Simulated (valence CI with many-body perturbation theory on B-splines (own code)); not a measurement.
**E1 transitions of Mg7+**

Level of theory: relativistic CI+MBPT: three valence electrons over a frozen Dirac-Fock core [He], radial functions for each j: 11 s, 11 p, 10 d, 8 f, 5 g, 2 h, with the one-electron correlation potential Σ1, the two-electron term Σ2, the three-electron term Σ3, Breit, model QED; selected CI, second order for the rest, scaled by the run's own slope (own B-spline code, finite nucleus).

No measured spectrum was set against this ion. As an estimate, levels hold to about 100 cm⁻¹ or 0.05 % of their energy and the worst to 300 or 400 cm⁻¹, as in measured light ions of charge 2 to 7.

Lines 1 to 50 of 580 in falling wavelength, among levels below 1904500 cm⁻¹, chosen from the strongest by gf and those to the six lowest levels. Wavelengths and rates use the calculated energies, so an error of 200 cm⁻¹ moves a line at 1871 nm by 3.7 % and its rate by three times that or more. Electric multipoles are in the length gauge, E1 and E2 with the static RPA response of the core. Weak lines are less certain than strong ones. Lines between different terms over intervals too small for the method are left out, as are lines whose strength nearly cancels. Where a level lies close to another of its J and parity, the split of strength between their lines is uncertain. The highest levels of a list are the least certain.

Names give the largest LS component (configuration and term), which can be under half, so a name can repeat, a term be missing and a line seem to break the LS rules; names also repeat where a configuration has a term twice. Letters in brackets count levels of one name in rising energy.

| λ vac (nm) | Upper | Lower | A (s⁻¹) | log gf | Branch % |
| --- | --- | --- | --- | --- | --- |
| 1871 | 2s²5f ²F°_5/2 | 2s²5d ²D_3/2 | 1.65e+06 | -0.28 | 0.0 |
| 1854 | 2s²5f ²F°_7/2 | 2s²5d ²D_5/2 | 1.85e+06 | -0.12 | 0.0 |
| 1155 | 2s2p4f ⁴F_9/2 | 2s2p4d ⁴D°_7/2 | 9.08e+05 | -0.74 | 0.0 |
| 950.5 | 2s²5d ²D_5/2 | 2s²5p ²P°_3/2 | 1.59e+07 | 0.11 | 0.0 |
| 932.6 | 2s²5d ²D_3/2 | 2s²5p ²P°_1/2 | 1.38e+07 | -0.14 | 0.0 |
| 931.8 | 2s2p4f ²F_5/2 | 2s2p4d ²D°_3/2 | 3.37e+06 | -0.58 | 0.0 |
| 905.9 | 2s2p4f ⁴G_9/2 | 2s2p4d ⁴D°_7/2 | 2.07e+06 | -0.59 | 0.0 |
| 886.9 | 2s2p4f ⁴D_5/2 | 2s2p4d ⁴P°_3/2 | 2.48e+06 | -0.76 | 0.0 |
| 885.8 | 2s2p4f ⁴D_7/2 | 2s2p4d ⁴P°_5/2 | 3.36e+06 | -0.50 | 0.0 |
| 870.8 | 2s2p4f ²F_7/2 | 2s2p4d ²D°_5/2 | 2.13e+06 | -0.71 | 0.0 |
| 861.3 | 2s²5p ²P°_1/2 | 2s²5s ²S_1/2 | 1.32e+07 | -0.53 | 0.1 |
| 847.2 | 2s²5p ²P°_3/2 | 2s²5s ²S_1/2 | 1.36e+07 | -0.23 | 0.1 |
| 745.0 | 2s²4f ²F°_7/2 | 2s²4d ²D_5/2 | 8.13e+06 | -0.27 | 0.0 |
| 742.6 | 2s²4f ²F°_5/2 | 2s²4d ²D_3/2 | 7.65e+06 | -0.42 | 0.0 |
| 725.6 | 2s2p4p ²P_3/2 | 2s2p4s ²P°_3/2 | 6.88e+06 | -0.66 | 0.0 |
| 696.5 | 2s2p4f ⁴F_9/2 | 2s2p4d ⁴F°_7/2 | 5.73e+06 | -0.38 | 0.0 |
| 682.4 | 2s2p4f ⁴F_7/2 | 2s2p4d ⁴F°_5/2 | 5.99e+06 | -0.48 | 0.0 |
| 658.8 | 2s2p4f ⁴G_5/2 | 2s2p4d ⁴F°_3/2 | 7.88e+06 | -0.51 | 0.0 |
| 633.7 | 2s2p4f ⁴G_11/2 | 2s2p4d ⁴F°_9/2 | 1.40e+07 | 0.00 | 0.0 |
| 609.5 | 2s2p4f ⁴G_7/2 | 2s2p4d ⁴F°_5/2 | 4.39e+06 | -0.71 | 0.0 |
| 608.1 | 2s2p4d ⁴D°_5/2 | 2s2p4p ⁴P_3/2 | 5.54e+06 | -0.73 | 0.0 |
| 597.4 | 2s2p4f ⁴G_9/2 | 2s2p4d ⁴F°_7/2 | 6.12e+06 | -0.48 | 0.0 |
| 578.7 | 2s2p4d ⁴D°_7/2 | 2s2p4p ⁴P_5/2 | 1.86e+07 | -0.13 | 0.0 |
| 570.6 | 2s²5p ²P°_1/2 | 2s2p4p ²S_1/2 | 1.88e+07 | -0.74 | 0.2 |
| 564.7 | 2s2p4d ⁴D°_3/2 | 2s2p4p ⁴P_1/2 | 1.07e+07 | -0.69 | 0.0 |
| 564.4 | 2s²5p ²P°_3/2 | 2s2p4p ²S_1/2 | 1.99e+07 | -0.42 | 0.2 |
| 564.2 | 2s2p4d ⁴D°_1/2 | 2s2p4p ⁴P_1/2 | 1.98e+07 | -0.72 | 0.0 |
| 539.4 | 2s2p4d ⁴F°_9/2 | 2s2p4p ⁴D_7/2 | 3.20e+07 | 0.15 | 0.1 |
| 532.6 | 2s2p4d ⁴F°_7/2 | 2s2p4p ⁴D_5/2 | 3.05e+07 | 0.02 | 0.1 |
| 527.2 | 2s2p4d ⁴F°_5/2 | 2s2p4p ⁴D_3/2 | 2.73e+07 | -0.17 | 0.1 |
| 526.4 | 2s²4d ²D_5/2 | 2s²4p ²P°_3/2 | 2.70e+07 | -0.17 | 0.0 |
| 525.6 | 2s2p4d ⁴P°_5/2 | 2s2p4p ⁴P_5/2 | 1.15e+07 | -0.55 | 0.0 |
| 524.3 | 2s2p4d ⁴F°_3/2 | 2s2p4p ⁴D_1/2 | 2.48e+07 | -0.39 | 0.1 |
| 524.1 | 2s²4d ²D_3/2 | 2s²4p ²P°_1/2 | 2.11e+07 | -0.46 | 0.0 |
| 518.5 | 2s2p4d ⁴D°_5/2 | 2s2p4p ⁴S_3/2 | 8.49e+06 | -0.69 | 0.0 |
| 516.1 | 2s2p4d ²P°_3/2 | 2s2p4p ²S_1/2 | 1.11e+07 | -0.75 | 0.0 |
| 499.4 | 2s2p4d ⁴P°_3/2 | 2s2p4p ⁴P_3/2 | 1.74e+07 | -0.58 | 0.0 |
| 491.6 | 2s2p4d ⁴P°_1/2 | 2s2p4p ⁴P_3/2 | 3.13e+07 | -0.64 | 0.0 |
| 463.1 | 2s2p4d ⁴D°_5/2 | 2s2p4p ²P_3/2 | 1.58e+07 | -0.52 | 0.0 |
| 450.0 | 2s2p4p ⁴D_5/2 | 2s2p4s ⁴P°_5/2 | 9.44e+06 | -0.76 | 0.1 |
| 445.6 | 2s2p4d ⁴P°_5/2 | 2s2p4p ⁴S_3/2 | 2.80e+07 | -0.30 | 0.0 |
| 444.3 | 2s²4d ²D_5/2 | 2p²3p ²P°_3/2 [a] | 1.06e+07 | -0.73 | 0.0 |
| 438.9 | 2s2p4d ⁴D°_7/2 | 2s2p4p ⁴D_7/2 | 1.65e+07 | -0.42 | 0.0 |
| 437.3 | 2s2p4d ⁴P°_3/2 | 2s2p4p ⁴S_3/2 | 1.57e+07 | -0.75 | 0.0 |
| 434.9 | 2s2p4d ²F°_7/2 | 2s2p4p ²D_5/2 | 6.37e+07 | 0.16 | 0.0 |
| 433.5 | 2s2p4d ⁴D°_5/2 | 2s2p4p ⁴D_5/2 | 1.00e+07 | -0.77 | 0.0 |
| 432.1 | 2s2p4d ²F°_5/2 | 2s2p4p ²D_3/2 | 5.89e+07 | 0.00 | 0.0 |
| 431.3 | 2s2p4p ⁴D_3/2 | 2s2p4s ⁴P°_3/2 | 2.76e+07 | -0.51 | 0.2 |
| 424.3 | 2s2p4d ²D°_5/2 | 2s2p4p ²P_3/2 | 3.11e+07 | -0.30 | 0.0 |
| 424.1 | 2s2p4p ⁴D_1/2 | 2s2p4s ⁴P°_1/2 | 4.87e+07 | -0.58 | 0.2 |

Q: How does gf follow from A for the line at 432.1 nm?

A: gf = 1.4992 × (2J+1)_upper × A / σ², with σ = 23144 cm⁻¹ and 2J+1 = 6: gf = 0.989.
